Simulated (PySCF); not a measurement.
Ga(F)(Cl)(vinyl) (C2H3ClFGa), SMILES C=[CH][Ga]([F])[Cl].

The structure is a stationary point at ωB97X-D3(BJ)/def2-SVP. The structure was generated by enumeration; whether it is a known compound was not checked. The values are those of a single conformer.

Level of theory: IEF-PCM-M06-2X/def2-SVP (PySCF).

The values are the electrostatic part of the solvation free energy, E(continuum) − E(gas) at the gas-phase geometry, in a cavity of scaled van der Waals radii (PySCF's table); cavitation and dispersion terms are not included. A continuum can't describe solvent molecules that bind to the metal. In vacuum the orbital gap is 8.99 eV. The dipole moment in vacuum is 3.24 D.

```json
[
 {"solvent": "water", "ε": "78.36", "ΔG(elec) (kcal/mol)": "-6.7", "dipole (D)": "3.80", "gap (eV)": "9.02"},
 {"solvent": "chloroform", "ε": "4.71", "ΔG(elec) (kcal/mol)": "-4.8", "dipole (D)": "3.66", "gap (eV)": "9.00"},
 {"solvent": "dichloromethane", "ε": "8.93", "ΔG(elec) (kcal/mol)": "[?]", "dipole (D)": "[?]", "gap (eV)": "[?]"}
]
```

Complete the blanks. (An estimate is asked for; the answer gives what the named calculation found.)


- dichloromethane, ΔG(elec) (kcal/mol): -5.7
- dichloromethane, dipole (D): 3.73
- dichloromethane, gap (eV): 9.01
